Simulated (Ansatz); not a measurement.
**A geometry optimisation of AlH2Si2Te with B3LYP-D3(BJ)/def2-SVP**

The starting geometry of this gas-phase doublet was optimised with GFN2-xTB.

```xyz
6

Al   -3.0280   -1.8930    0.8204
Si   -4.0839    0.4869    0.2960
Si   -5.2775   -1.5049    0.0562
Te   -1.7205    0.3641    1.0849
H    -1.9533   -3.0058    1.2518
H    -4.3288    1.9345    0.1043
```

Q: Predict what becomes of its bonds when it is optimised with B3LYP-D3(BJ)/def2-SVP.

A: It keeps its bonds.

The energy falls by 0.35 eV over 17 steps:

```tsv
step	E − E(last) (eV)
1	0.352
3	0.171
5	0.170
6	0.168
8	0.110
10	0.028
12	0.008
13	0.003
15	0.000
17	0.000
```

Final geometry (Å):

```xyz
6

Al   -2.9294   -1.8528    0.8966
Si   -4.0687    0.4890    0.3194
Si   -5.3239   -1.3534    0.6656
Te   -2.0123    0.4486    1.7559
H    -1.9336   -3.0335    0.5584
H    -4.1242    1.6839   -0.5823
```

Frequencies at the end are all real (lowest 114 cm⁻¹). Open shells are spin-unrestricted. Atoms past krypton carry core potentials, without spin–orbit terms. Run with Ansatz 0.2.0, 89 s on 2 threads of Arm Neoverse V2, with other jobs on the host.
